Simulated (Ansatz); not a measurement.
One change: `S[SiH](S)Cl` becomes `OC[SiH](S)Cl`.

Ansatz, PBE0-D4/def2-TZVP geometries, multiplicity 1. Each molecule was computed in one conformer, which needn't be the lowest.

```json
{"property": "LUMO energy (ωB97M-V/def2-TZVPP) / eV", "`S[SiH](S)Cl`": "1.55"}
{"property": "size of the dipole moment (B3LYP/def2-TZVPP) / D", "`S[SiH](S)Cl`": "1.15"}
{"property": "HOMO energy (PBE0/def2-TZVPP) / eV", "`S[SiH](S)Cl`": "-7.92"}
{"property": "HOMO–LUMO gap (PBE0/def2-TZVPP) / eV", "`S[SiH](S)Cl`": "7.54"}
{"property": "HOMO energy (B3LYP/def2-TZVPP) / eV", "`S[SiH](S)Cl`": "-7.65"}
{"property": "HOMO–LUMO gap (ωB97M-V/def2-TZVPP) / eV", "`S[SiH](S)Cl`": "11.65"}
```

Give the same properties after the change, and the shifts. (Estimate.)

Computed: 
```csv
property,`OC[SiH](S)Cl`,shift
LUMO energy (ωB97M-V/def2-TZVPP) / eV,1.75,0.20
size of the dipole moment (B3LYP/def2-TZVPP) / D,3.15,2.00
HOMO energy (PBE0/def2-TZVPP) / eV,-7.62,0.30
HOMO–LUMO gap (PBE0/def2-TZVPP) / eV,7.70,0.16
HOMO energy (B3LYP/def2-TZVPP) / eV,-7.36,0.29
HOMO–LUMO gap (ωB97M-V/def2-TZVPP) / eV,11.57,-0.08
```

With PBE0 the HOMO rises by 0.30 eV and the LUMO rises by 0.46 eV, so the gap widens by about 0.16 eV. PBE moves the HOMO by 0.29 eV and ωB97M-V by 0.28 eV. Dipoles are sizes alone; their direction can turn.

B3LYP here is the variant with VWN-RPA as its local correlation; programs differ in this.
